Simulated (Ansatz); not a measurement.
Start from `[SiH3]C1BN1` and change one atom or group to get `OC1BN1`.

Ansatz, PBE0-D4/def2-TZVP geometries, multiplicity 1. Each molecule was computed in one conformer, which needn't be the lowest.

```csv
property,`[SiH3]C1BN1`
HOMO energy (ωB97M-V/def2-TZVPP) / eV,-9.71
HOMO energy (B3LYP/def2-TZVPP) / eV,-7.22
HOMO–LUMO gap (PBE/def2-TZVPP) / eV,5.06
"ideal-gas entropy at 298 K and 1 bar (rigid rotor, harmonic PBE0-D4/def2-TZVP) / J/(mol·K)",314
LUMO energy (B3LYP/def2-TZVPP) / eV,-0.40
zero-point energy (PBE0-D4/def2-TZVP) / kJ/mol,179.8
```

**Question.** Give the same properties after the change, and the shifts. (An estimate is asked.)

**Answer.** Computed: 
```json
{"property": "HOMO energy (ωB97M-V/def2-TZVPP) / eV", "`OC1BN1`": "-9.79", "shift": "-0.08"}
{"property": "HOMO energy (B3LYP/def2-TZVPP) / eV", "`OC1BN1`": "-7.28", "shift": "-0.06"}
{"property": "HOMO–LUMO gap (PBE/def2-TZVPP) / eV", "`OC1BN1`": "5.21", "shift": "0.15"}
{"property": "ideal-gas entropy at 298 K and 1 bar (rigid rotor, harmonic PBE0-D4/def2-TZVP) / J/(mol·K)", "`OC1BN1`": "278", "shift": "-36"}
{"property": "LUMO energy (B3LYP/def2-TZVPP) / eV", "`OC1BN1`": "-0.14", "shift": "0.26"}
{"property": "zero-point energy (PBE0-D4/def2-TZVP) / kJ/mol", "`OC1BN1`": "154.6", "shift": "-25.2"}
```

With PBE0 the HOMO falls by 0.05 eV and the LUMO rises by 0.29 eV, so the gap widens by about 0.34 eV. PBE moves the HOMO by 0.12 eV and ωB97M-V by -0.08 eV. The zero-point energy changes by -25.2 kJ/mol with -6 modes.

B3LYP here is the variant with VWN-RPA as its local correlation; programs differ in this.
